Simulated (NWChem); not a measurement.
**Total energies of FIn**

```xyz
2

In     0.0000     0.0000    -0.3111
F      0.0000     0.0000     1.6938
```
Charge 0, spin multiplicity 1.

Everything below was run with NWChem. All single points use one geometry, from B3LYP/def2-SVP with def2 effective core potentials on In, a minimum by its harmonic frequencies.

Basis set: def2-SVP (40 functions).

```
method                        total energy (Ha)
----------------------------  -----------------
RHF                                  -288.61948
MP2                                  -288.87430
B2PLYP                               -289.60329
PBE                                  -289.85987
B3LYP                                -290.01909
LC-wPBE (omega 0.3 per bohr)         -289.89193
CCSD(T)                              -288.89165
```

Total energies of different functionals aren't comparable as a measure of quality: only differences taken within one method are. 

Effective core potentials replace the inner electrons of In; spin-orbit coupling is left out. The correlated methods keep 5 core orbitals frozen. B3LYP has NWChem's definition, with VWN1-RPA local correlation. The structure started from a generated list of species. Coupled-cluster values serve here as a point of comparison, not as the truth.
